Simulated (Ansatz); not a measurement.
C2H6Se, closed shell: a pair in one relaxed arrangement.

in.yaml

```yaml
crystal:
  periodic: [false, false, false]
  atoms:
    - {symbol: C, position_ang: [0.387235, -0.725054, -1.204813]}
    - {symbol: C, position_ang: [-0.154191, 0.471589, -1.371422]}
    - {symbol: H, position_ang: [1.461191, -0.874149, -1.237948]}
    - {symbol: H, position_ang: [-0.220316, -1.605802, -1.027636]}
    - {symbol: H, position_ang: [-1.227830, 0.621144, -1.337572]}
    - {symbol: H, position_ang: [0.453905, 1.352366, -1.548062]}
    - {symbol: Se, position_ang: [-0.701701, -0.030852, 2.169166]}
    - {symbol: H, position_ang: [-0.612410, 0.218901, 3.614582]}
    - {symbol: H, position_ang: [0.614016, 0.571858, 1.943605]}
basis:
  gaussian: {orbitals: "def2-TZVPPD.json"}
hamiltonian: {xc: {name: BLYP}, dispersion: d4}
```

The basis file named in the input lies beside it (Basis Set Exchange, JSON).

Command:

```bash
ansatz run in.yaml --threads 4 --pin off --events-out ev --progress --plain --max-ram 9574MiB
```

What Ansatz 0.2.0 printed:

```
Functional definition: BLYP
  name "BLYP"
  cite "Becke, Phys. Rev. A 38, 3098 (1988) doi:10.1103/PhysRevA.38.3098"
  cite "Lee, Yang & Parr, Phys. Rev. B 37, 785 (1988) doi:10.1103/PhysRevB.37.785"
  parameter beta = 0.0042
  parameter a = 0.04918
  parameter b = 0.132
  parameter c = 0.2533
  parameter d = 0.349
  exchange = b88_x(beta = beta)
  correlation = lyp_c(a = a, b = b, c = c, d = d)
1125 factors; their error is unknown
mean field evaluation 1: about -67510.6763 eV, gradient 6.5e1 eV
mean field evaluation 2: about -67473.9363 eV, gradient 1.2e2 eV
mean field evaluation 4: about -67521.0066 eV, gradient 9.6e0 eV
mean field evaluation 8: about -67521.2950 eV, gradient 2.4e-1 eV
mean field evaluation 16: about -67521.2582 eV, gradient 1.9e-4 eV
mean field -67521.25821019 eV, -2481.3604716718 hartree, gradient 7.3e-5 eV, S^2 0.000000; 0 other end points of the search recorded, 0 dependent functions left out
reference -67521.25862393 eV, -2481.3604868765 hartree; 26, 26 occupied and 207, 207 virtual orbitals, 1125 factors
Total energy: -67521.52601236 eV, -2481.3703132200 hartree
```

The lines “mean field evaluation” count trial sets of orbitals through the whole run, from several starts and some on an approximate energy, so they need not fall steadily or lie above the final value.

Hardware: 4 CPU threads of an Arm Neoverse V2, shared host. Wall time about 2 s.
